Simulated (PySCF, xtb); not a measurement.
Zn(H)(GeH3) (GeH4Zn), SMILES [ZnH][GeH3].

Harmonic wavenumbers (cm⁻¹) from GFN2-xTB (xtb) at its own minimum, in rising order: 173, 174, 232, 349, 349, 866, 927, 928, 1590, 1945, 2002, 2006.

What does PySCF with B3LYP-D3(BJ)/def2-TZVP give at its own minimum? (The exact figures need the calculation; the answer reports its results.)

246, 331, 331, 467, 467, 797, 889, 889, 1840, 2092, 2098, 2098. Paired by order, the mean absolute difference is 108 cm⁻¹ and the zero-point energies are 16.5 and 17.9 kcal/mol.
